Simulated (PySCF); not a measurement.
Computed structure and properties of [Eu(N2)]3+

System: [Eu(N2)]3+ (singlet in the valence; each metal's 4f electrons, 6 of them, lie in its core potential, out of spins and levels); start: template (C∞v). Method: PySCF 2.14.0, RKS PBE0, Eu lcecp-1-SVP with ECP52, N def2-SVP; non-relativistic Hamiltonian with scalar-relativistic core potentials where named; density fitting; no spin-orbit coupling.

Input of the relaxation:

```python
mol = gto.M(atom='''
Eu     0.00000    -0.00000    -0.46803
N      0.00000     0.00000     2.00057
N      0.00000     0.00000     3.11057''',
    basis={'Eu': 'lcecp-1-SVP', 'N': 'def2-SVP'},
    ecp={'Eu': 'lcecp-1-SVP'},
    charge=3, spin=0)
mf = dft.RKS(mol, xc='PBE0')
mf.grids.atom_grid = (50, 194)  # f atoms: unpruned, at least (60, 302)
mf = mf.density_fit()  # fitting sets: Eu AutoAux, N def2-universal-JKFIT
mf.conv_tol = 1e-08; mf.max_cycle = 55
mf.kernel(dm0)  # dm0: converged density of the start geometry
# quasi-Newton relaxation in Cartesian coordinates to a largest gradient under 0.00045 Eh/bohr, steps kept in the point group
```

Run from Python with OMP_NUM_THREADS=2; the lines above give its settings. Where DIIS fails, smearing, a level shift and second-order steps follow.
It took 4.3 s on 2 threads of Arm Neoverse V2, on a shared host, from the converged density of the start.

Course of the relaxation:

| step | energy above end (eV) | largest force component within the symmetry (eV/Å) |
| --- | --- | --- |
| 0 | 0.0082 | 0.563 |
| 1 | 0.0049 | 0.861 |
| 2 | 0.0007 | 0.259 |
| 3 | 0.0000 | 0.006 |
| 4 | 0.0000 | 0.000 |

Relaxed geometry (C∞v):

```xyz
3

Eu    0.0000    0.0000   -0.4369
N     0.0000    0.0000    1.9866
N     0.0000    0.0000    3.0934
```

```tsv
contact	Å
Eu1–N2 (N2)	2.423
```

On the finer grid (75, 302):

The HOMO is -27.95 eV. The LUMO is -21.26 eV. The dipole about the centre of mass is 1.65 D. The set of Mulliken populations of Eu1 outside the core potential is s 2.05, p 6.03, d 0.20, f 0.01 and the D3(BJ) dispersion energy (not in the energies) is -0.046 eV.

```
atom  Mulliken (e)  Löwdin (e)  spin (e)
 Eu1          2.71        2.53      0.00
  N2         -0.08        0.01      0.00
  N3          0.37        0.46      0.00
```

The 4f levels lie in the core potential and are missing. Their spin isn't counted.

On the grid (50, 194), as all that follows. Harmonic modes: a minimum; lowest 258 cm⁻¹ (negative: unstable), highest 2441 cm⁻¹, zero-point energy 0.202 eV.

Taking off one N2 (charge 0, singlet; the rest: singlet) in vacuum, both parts rigid, costs 2.50 eV; the small basis without counterpoise inflates it. Parting with an electron moved from the ligand to the metal can be far cheaper, even downhill.

Rigid scan of N2 along the line from its metal:

(distance to N2 (Å), energy (eV)): (2.12, 0.522), (2.22, 0.200), (2.32, 0.043), (2.42, 0.000), (2.52, 0.033), (2.62, 0.115), (2.82, 0.357)

One start shape was tried, so this needn't be the lowest isomer.

An lcecp potential fixes the number of 4f electrons, so in runs with it no electron can move into or out of that shell.
